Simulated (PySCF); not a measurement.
A species of formula C7H13N2P has this rotational fingerprint, computed with PBE0/pcSseg-1 in PySCF (dipole) on a GFN2-xTB geometry, gas phase:

```
Rotational constants : A = 2200, B = 746.0, C = 624.0 MHz
Dipole components    : |μa| = 2.68 D, |μb| = 1.86 D, |μc| = 0.16 D
Inertial defect      : -97.24 u·Å²
κ                    : -0.85
```

Question: Which structure is it? (One computed conformer of each.)
A. `[CH3:1][c:2]1[p:3][cH:4][n:5][n:6]1[CH2:7][CH:8]([CH3:9])[CH3:10]` with N5–N6–C7–C8 -94°, N6–C7–C8–C9 62°
B. `[CH3:1][CH2:2][CH2:3][CH2:4][n:5]1[cH:6][p:7][c:8]([CH3:9])[n:10]1` with C1–C2–C3–C4 179°, C2–C3–C4–N5 65°, C3–C4–N5–C6 -99°
C. `CC(n1cpc(C)n1)(C)C`
D. `[CH3:1][C:2]([CH3:3])([CH3:4])[CH2:5][n:6]1[cH:7][p:8][cH:9][n:10]1` with C2–C5–N6–C7 93°
E. `CC1=NNC(C(C)(C)C)=P1`

Answer: A. It is Cc1pcnn1CC(C)C, an asymmetric top, point group C1. The candidates at the same level (rigid rotor, commonest isotopes):

```
               SMILES  A (MHz)  B (MHz)  C (MHz)  μa (D)  μb (D)  μc (D)  Δ (u·Å²)  point group                        rotor
     CC(C)(C)Cn1cpcn1     2662    682.0    635.4    2.65    0.96    0.62   -135.52           C1  near-prolate asymmetric top
       Cc1pcnn1CC(C)C     2200    746.0    624.0    2.68    1.86    0.16    -97.24           C1               asymmetric top
       CCCCn1cpc(C)n1     2017    615.4    590.8    2.34    0.11    0.93   -216.39           C1  near-prolate asymmetric top
   Cc1nn(C(C)(C)C)cp1     2109    808.8    673.9    2.71    0.02    0.00   -114.59           Cs               asymmetric top
Cc1n[nH]c(C(C)(C)C)p1     2416    762.8    666.5    2.33    1.03    0.05   -113.50           C1               asymmetric top
```

`CCCCn1cpc(C)n1` has B 18 % too low; `CC(C)(C)Cn1cpcn1` has A 21 % too high; `Cc1n[nH]c(C(C)(C)C)p1` has A 10 % too high; `Cc1nn(C(C)(C)C)cp1` has B 8 % too high. No structure here is proved a minimum.
